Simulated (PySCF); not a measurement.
(HMg-mu-NH2)2.
Structure used (PBE0-D3(BJ)/def2-SVP), in Å, numbered top down from 1:
```xyz
10
H6Mg2N2 angstrom
Mg     1.4356    0.3068    0.2739
H      3.0943    0.5889    0.6222
N     -0.3686    0.5624    1.2972
Mg    -1.4309   -0.3431   -0.2556
H     -3.0558   -0.8339   -0.5222
N      0.3589   -0.5012   -1.3222
H     -0.6240    1.5301    1.5112
H     -0.4373    0.1103    2.2127
H      0.4043    0.0241   -2.1994
H      0.6236   -1.4445   -1.6179
```

Computed at PBE0/pcSseg-1 (PySCF, non-relativistic), with Q(14N) = 0.02044 b: N3, 14N (I = 1): χzz = -3.418 MHz, η = 0.857.

Question: Where would the pure quadrupole (NQR) lines of 14N at N3 fall for the rigid, isolated species?

Answer: From ν± = (3/4)|χ|(1 ± η/3) and ν0 = |χ|η/2: ν+ 3.296 MHz, ν− 1.831 MHz, ν0 1.465 MHz (nitrogen bonded to 2 Mg and 2 H).

In a crystal, neighbours and librations shift these lines. A larger basis could move these couplings by a tenth or more.

One conformer stands for the species.
